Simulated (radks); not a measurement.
Task: All-electron atom: Pb32+ in [Kr] 4d10 4f4. Method: Dirac Kohn-Sham, LB94 model potential, spin-unpolarised, spherical densities, finite nucleus; open shells fill j = l - 1/2 first; Fermi nuclear charge, rms radius 5.5012 fm; computed with a radial shooting solver on a logarithmic mesh with Libxc functionals. Some entries of the table are withheld. Estimate them.

orbital,occ.,eigenvalue (Ry),<r^2> (bohr^2)
1s1/2,2,(1),0.0003566
2s1/2,2,(2),0.005349
2p1/2,2,-1202.314,0.003758
2p3/2,4,-1040.206,0.004939
3s1/2,2,-365.7293,0.03442
3p1/2,2,-345.3569,0.03123
3p3/2,4,-308.9665,0.03736
3d3/2,4,-275.1488,0.02847
3d5/2,6,-267.3940,0.03013
4s1/2,2,-143.0739,0.1529
4p1/2,2,-134.1870,(3)
4p3/2,4,-124.1250,(4)
4d3/2,4,-109.5711,0.1730
4d5/2,6,-107.5430,0.1801
4f5/2,4,-89.39951,(5)
4f7/2,0,-88.84689,(6)
5s1/2,0,(7),0.5039
5p1/2,0,-71.50390,0.5207
5p3/2,0,-67.74335,0.5795

Result: 
(1) 1s1/2 eigenvalue (Ry): -6569.550
(2) 2s1/2 eigenvalue (Ry): -1246.951
(3) 4p1/2 <r^2> (bohr^2): 0.1524
(4) 4p3/2 <r^2> (bohr^2): 0.1765
(5) 4f5/2 <r^2> (bohr^2): 0.1595
(6) 4f7/2 <r^2> (bohr^2): 0.1624
(7) 5s1/2 eigenvalue (Ry): -75.46856
